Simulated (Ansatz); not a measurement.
`[OH2+][B-](F)(F)F`. Charge 0, multiplicity 1. The geometry is a stationary point of PBE0-D4/def2-TZVP. It is one conformer, not always the lowest.

```xyz
7

O    -0.459    0.345    0.875
B     0.412   -0.418   -0.469
F     0.972   -1.485    0.112
F    -0.617   -0.659   -1.312
F     1.242    0.592   -0.812
H    -1.398    0.368    0.655
H    -0.153    1.257    0.951
```

(1) What is the dipole moment at B3LYP/def2-TZVPP? (Best estimate.)

(2) And with PBE, r2SCAN, ωB97M-V? (Estimate.)

(3) Give the Mulliken charges with B3LYP, r2SCAN, ωB97M-V in def2-TZVPP. (Estimate.)

Results:

(1) The calculation gave: 4.60 D, with components (-2.67, 2.94, 2.32) D in this frame, pointing from negative to positive charge.

(2) Computed: PBE 4.53 D, r2SCAN 4.60 D, ωB97M-V 4.59 D.

(3) Computed: 
| atom | B3LYP | r2SCAN | ωB97M-V |
| --- | --- | --- | --- |
| O1 | -0.19 | -0.19 | -0.15 |
| B2 | 0.59 | 0.60 | 0.56 |
| F3 | -0.28 | -0.29 | -0.27 |
| F4 | -0.29 | -0.30 | -0.29 |
| F5 | -0.29 | -0.30 | -0.29 |
| H6 | 0.23 | 0.24 | 0.22 |
| H7 | 0.23 | 0.24 | 0.22 |

B3LYP here is the variant with VWN-RPA as its local correlation; programs differ in this.
